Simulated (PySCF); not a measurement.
## Identify the compound

An unknown has the formula C$_{8}$H$_{11}$N. Its calculated NMR data are:

$^{1}$H NMR (400 MHz, computed): δ 3.51 (m, 1H), 3.44 (m, 1H), 2.79 (m, 1H), 2.55 (m, 1H), 2.13 (m, 1H), 1.49 (d, 1H), 1.47 (m, 1H), 1.38 (m, 1H), 1.26 (m, 1H), 1.08 (m, 1H), 0.55 (br s, 1H).

$^{13}$C{$^{1}$H} NMR (computed): δ 93.0 (C), 76.1 (CH), 63.6 (CH), 60.2 (CH), 42.4 (CH2), 34.7 (CH2), 33.2 (CH), 29.4 (CH2).

- structure optimised with GFN2-xTB
- NMR shieldings at PBE0/pcSseg-1/GIAO
- run in PySCF 2.14
- gas phase, non-relativistic, single conformer

Chemical shifts δ = σref − σ; TMS for $^{1}$H (σ = 31.72 ppm), $^{13}$C (σ = 186.93 ppm), all at this level.

Q: Choose the structure that fits.
A. C#C[C@@H]1C[C@@H]2CC[C@H]1N2
B. N#C[C@@H]1CC[C@H]2C[C@@H]1C2
C. N#C[C@@H]1C[C@@H]2CC[C@H]1C2
D. C=N[C@@]12C=C[C@@H](CC1)C2
E. C/C=C\C=C\C#CCN

A: A. 

- Rings plus π bonds: 4 (2 rings in the answer).
- 8 carbon signals for 8 carbons: no two carbons are equivalent.
- Carbon types of the structure: 1 × C, 4 × CH, 3 × CH2, leaving 1 H on heteroatoms.
- δC 93.0: alkyne carbon; the triple bond shields along its axis, which puts it between sp3 and sp2 carbons.
- δC 76.1: terminal alkyne carbon; sp carbons lie upfield of alkene carbons because the cylindrical π system leaves one tensor component strongly shielded.
- δC 63.6, 60.2: sp3 CH bonded to N; deshielded by the electronegative neighbour.
- δC 33.2: propargylic sp3 CH; saturated and bonded to C and H only.
- δH 3.51, 3.44: hydrogen on an sp3 CH bonded to N; its carbon carries N, hence the downfield position.

The others: N#C[C@@H]1CC[C@H]2C[C@@H]1C2 would give 11 signals for carbon-bound and other non-exchanging H, not 10; C=N[C@@]12C=C[C@@H](CC1)C2 would give 11 signals for carbon-bound and other non-exchanging H, not 10; N#C[C@@H]1C[C@@H]2CC[C@H]1C2 would give 11 signals for carbon-bound and other non-exchanging H, not 10; C/C=C\C=C\C#CCN would give 6 signals for carbon-bound and other non-exchanging H, not 10.

OH/NH shifts are gas-phase values; hydrogen bonding in solution moves them, usually downfield. Shifts are as computed. Against solution values, carbons near 30 ppm lie about +3 ppm off and those near 130 ppm about +5 ppm. Of 1211 compounds with measured shifts, 218 miss one by over three times the rms of a fit or turn the order of signals round; such compounds aren't used in these exercises. Multiplicities follow the n + 1 count of equivalent neighbours, as no J values were calculated; m marks all less simple cases, F and P coupling included.
